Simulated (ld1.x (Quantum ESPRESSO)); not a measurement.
# Which change was made? (P, TM)

ld1.x (Quantum ESPRESSO) 7.5 input, shortened:

```
&input
   title='P', zed=15., rel=1, dft='PBE', iswitch=3,
   config='[Ne] 3s2 3p3'
 /
 &inputp
   pseudotype=2, tm=.true., lloc=-2, rcloc=1.40,
   nlcc=.true.
 /
2
3S  1  0   2.00   0.00  1.30  1.30  0.0
3P  2  1   3.00   0.00  1.60  1.60  0.0
 &test
   configts(1)='3s2 3p3'
 /
```

Cutoffs, loose and tight: the cutoffs (Ry, on a coarse ladder) from which the occupation-weighted sum of valence levels, in a spherical-Bessel basis at the reference potential, stays within 10 and 1 mRy of its value at 400 Ry. They do not see the model core or the augmentation charge, which bear on the density cutoff. Test errors are all-electron minus pseudo excitation energies from the reference, over the configurations 3s2 3p2; 3s2 3p1; 3s2 3p0; 3s1 3p0; 3s2 3p3.3; 3s1 3p3; 3s2 3p2.5; variants that change the core or the reference have their own tests.

The base gives: outcome: generated; cutoff, loose: 35 Ry; cutoff, tight: 80 Ry; bound ghosts: none; largest test error (meV): +213.

Question: After one change the result is: outcome: generated; cutoff, loose: 25 Ry; cutoff, tight: 80 Ry; bound ghosts: none; largest test error (meV): +247. Which change was it?
A. type ultrasoft; waves now 3s (bound): rcut 1.15, rcutus 1.30 bohr; 3s channel at -0.1 Ry: rcut 1.15, rcutus 1.30 bohr; 3p (bound): rcut 1.40, rcutus 1.60 bohr; 3p channel at 2.1 Ry: rcut 1.40, rcutus 1.60 bohr; local potential all-electron potential smoothed inside 1.35 bohr (lloc = -2); augmentation built from norm-conserving waves at rcut, not smoothed further
B. reference 3s2 3p1
C. type RRKJ; local potential all-electron potential smoothed inside 1.50 bohr (lloc = -1); rho0 0.005
D. wave 3s (bound): rc 1.30 bohr becomes 3s (bound): rc 1.56 bohr

Answer: C. The others give: type ultrasoft; waves now 3s (bound): rcut 1.15, rcutus 1.30 bohr; 3s channel at -0.1 Ry: rcut 1.15, rcutus 1.30 bohr; 3p (bound): rcut 1.40, rcutus 1.60 bohr; 3p channel at 2.1 Ry: rcut 1.40, rcutus 1.60 bohr; local potential all-electron potential smoothed inside 1.35 bohr (lloc = -2); augmentation built from norm-conserving waves at rcut, not smoothed further → outcome: generated; cutoff, loose: 18 Ry; cutoff, tight: 35 Ry; bound ghosts: none; largest test error (meV): +110 | reference 3s2 3p1 → outcome: generated; cutoff, loose: 40 Ry; cutoff, tight: 80 Ry; bound ghosts: none; largest test error (meV): +36 | wave 3s (bound): rc 1.30 bohr becomes 3s (bound): rc 1.56 bohr → outcome: generated; cutoff, loose: 21 Ry; cutoff, tight: 50 Ry; bound ghosts: none; largest test error (meV): +208.
